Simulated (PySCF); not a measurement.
# Cu⁺ (copper, charge +1): UHF calculation

Configuration: [Ar] 3d10, closed-shell 1S. Computed with PySCF 2.14 in x2c-TZVPall, with scalar relativity by spin-free X2C-1e.

* Total energy: -1652.890205 hartree
* One-electron energy: -2298.3986 hartree
* Hartree (Coulomb) energy: 711.9623 hartree
* Exchange energy: -66.4539 hartree
* ⟨S²⟩: 0.0000
* ⟨L²⟩: 0.000
* Sum of ⟨r⟩: 17.60 bohr
* Sum of ⟨r²⟩: 18.66 bohr²
* Langevin diamagnetic susceptibility: -14.8 ×10⁻⁶ cm³/mol
* Time after the integrals: 0.13 s of wall time on 1 thread of Neoverse-V2 (shared host)

```tsv
shell	electrons	mean orbital energy (hartree)	rms radius, mean of both spins (bohr)
1s	2	-332.80984	0.0601
2s	2	-41.97347	0.254
2p	6	-36.11828	0.228
3s	2	-5.47438	0.767
3p	6	-3.68587	0.819
3d	10	-0.80412	1.14
```

Densities and radii are taken from the X2C orbitals without a picture-change correction, which distorts them close to the nucleus.
